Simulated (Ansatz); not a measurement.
`[OH][Al]([Br])[Br]` + H₂ → `[Br][AlH][Br]` + H₂O at 298.15 K and 1 bar (hydrogenolysis of the Al–O bond).

Gas-phase electronic energies from Ansatz, PBE0-D4/def2-TZVP geometries. CCSD(T)/CBS adds triple-zeta CCSD(T) − MP2 to the extrapolated MP2 energy (def2 sets, frozen cores). This one scheme is used for every species. For Br outer-core shells are correlated without core-valence functions, which leaves a few kJ/mol of doubt a bond. Scalar relativity is left out up to krypton. Each species was taken in one conformer, which may not be the lowest.

```
             species  CCSD(T)/CBS energy (Eh)  H − E (kJ/mol)  S (J/(mol·K))
`[OH][Al]([Br])[Br]`              -5464.62977            60.7          346.8
                  H₂                 -1.17544            35.1          130.4
     `[Br][AlH][Br]`              -5389.38299            38.5          312.0
                 H₂O                -76.37941            66.4          188.7
```

H − E and S are ideal-gas, rigid-rotor, harmonic terms from PBE0-D4/def2-TZVP, for one conformer and one mirror image of each species. The MP2-based limit puts H₂ 0.8 mEh under its directly extrapolated value; such offsets cancel only in part. 1 Eh = 2625.50 kJ/mol, R = 8.31446 J/(mol·K).

Q: By hand: ΔE, ΔH, ΔS and ΔG.

A: ΔE = (-5389.38299) + (-76.37941) − (-5464.62977) − (-1.17544) = 0.04281 Eh = 112.4 kJ/mol. Δ(H − E) = 38.5 + 66.4 − 60.7 − 35.1 = 9.1, so ΔH = 121.5 kJ/mol. ΔS = 312.0 + 188.7 − 346.8 − 130.4 = 23.5 J/(mol·K). ΔG = 121.5 − 298.15 × (23.5)/1000 = 114.5 kJ/mol.

Q: By hand: the equilibrium constant, and the temperature at which ΔG would vanish if ΔH and ΔS stayed fixed.

A: log₁₀ K = −ΔG/(RT ln 10) = -20.1. ΔG = 0 at ΔH/ΔS = 5170 K, far beyond where these terms or the molecules hold.

ΔH outweighs TΔS. A doubt of 5 kJ/mol in ΔE shifts log₁₀ K by 0.9 here. Other conformers and mirror images would add mixing entropy, several J/(mol·K) or more a flexible species. These are equilibria of isolated gas molecules and say nothing of rates. Largest T1 diagnostic: 0.008 (customary marks: 0.02 for closed shells, 0.045 for open ones).
